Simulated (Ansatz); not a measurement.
Cost and result for the atomization energy of CH$_{3}$Br$_{2}$Ga, SMILES `[CH3][Ga]([Br])[Br]` (7 atoms, 6 bonds).

```xyz
7

C     0.5705    0.1197   -0.8491
Ga   -0.5213   -0.1033    0.7475
Br    0.3719   -0.0586    2.8506
Br   -2.7808   -0.4355    0.6809
H    -0.0578    0.1581   -1.7378
H     1.1527    1.0385   -0.7648
H     1.2648   -0.7188   -0.9274
```

Total charge 0; spin multiplicity 1. Correlated methods include outer-core shells of Br, Ga, which these sets cover unevenly. Scalar relativity is left out up to krypton. All single points use the PBE0-D4/def2-TZVP geometry. Program: Ansatz. All runs use 4 threads of a server CPU on a shared host. Times are those of one run each, without the atoms' runs, and a repeat can differ threefold. Electronic energies, without spin–orbit coupling; frozen cores. CCSD(T)/CBS adds CCSD(T) − MP2 in def2-TZVPP to the MP2 limit, and its time is that of the two runs behind it. T1 = 0.009. With those shells the extrapolation isn't a true limit. HSE06 is the plane-wave form, built on full-range PBE exchange.

CCSD(T)/CBS is a level of theory with its own doubt, some kJ/mol a heavy atom from the limit and from the frozen cores, so smaller differences don't rank the functionals.

```tsv
level	functions	atomization (kcal/mol)	difference from CCSD(T)/CBS	per bond
CCSD(T)/def2-SVP	125	503.4	-30.7	-5.1
MP2/def2-QZVPP	414	540.0	5.9	1.0
ωB97M-V/def2-TZVPP (with forces)	217	525.6	-8.5	-1.4
PBE-D4/def2-TZVPP (with forces)	217	534.6	0.5	0.1
CCSD(T)/CBS(def2)	–	534.1	0.0	0.0
CCSD(T)/def2-TZVPP	217	521.7	-12.4	-2.1
HSE06-D4/def2-TZVPP	217	531.6	-2.5	-0.4
BHLYP-D4/def2-TZVPP	217	515.0	-19.1	-3.2
PBE-QIDH/def2-TZVPP	217	533.5	-0.6	-0.1
revPBE-D4/def2-TZVPP	217	520.5	-13.6	-2.3
PBE0-D4/def2-TZVPP	217	531.2	-2.9	-0.5
r2SCANh-D4/def2-TZVPP	217	532.7	-1.4	-0.2
B97M-V/def2-TZVPP	217	528.7	-5.4	-0.9
```

Question: Order the runs by time, with rough figures. (Best estimate.)

Answer: Ansatz gave: revPBE-D4/def2-TZVPP 2.1 s; PBE-D4/def2-TZVPP (with forces) 2.7 s; PBE0-D4/def2-TZVPP 3.8 s; HSE06-D4/def2-TZVPP 5.5 s; BHLYP-D4/def2-TZVPP 5.5 s; r2SCANh-D4/def2-TZVPP 6.5 s; PBE-QIDH/def2-TZVPP 6.5 s; B97M-V/def2-TZVPP 9.5 s; ωB97M-V/def2-TZVPP (with forces) 13 s; CCSD(T)/def2-SVP 13 s; MP2/def2-QZVPP 23 s; CCSD(T)/def2-TZVPP 2.4 min; CCSD(T)/CBS(def2) 2.8 min.

From r2SCAN to r2SCAN0 (25 % exact exchange), in def2-TZVPP and without D4, the atomization energy moves by −5.8 kcal/mol: exact exchange takes away binding that semilocal exchange gives to molecules. At CCSD(T), def2-SVP lies −30.7 kcal/mol from the extrapolated value and def2-TZVPP −12.4 kcal/mol: correlation converges slowly with the basis, and small sets miss more of it in the bonded molecule than in its fragments. Leaving LDA and LC-ωPBE aside and taking each functional with its dispersion term where it has one, the values, not all of them listed here, spread over 20.1 kcal/mol, from BHLYP-D4 to r2SCAN-D4. LDA lies +69.1 kcal/mol from PBE without D4, its usual overbinding.
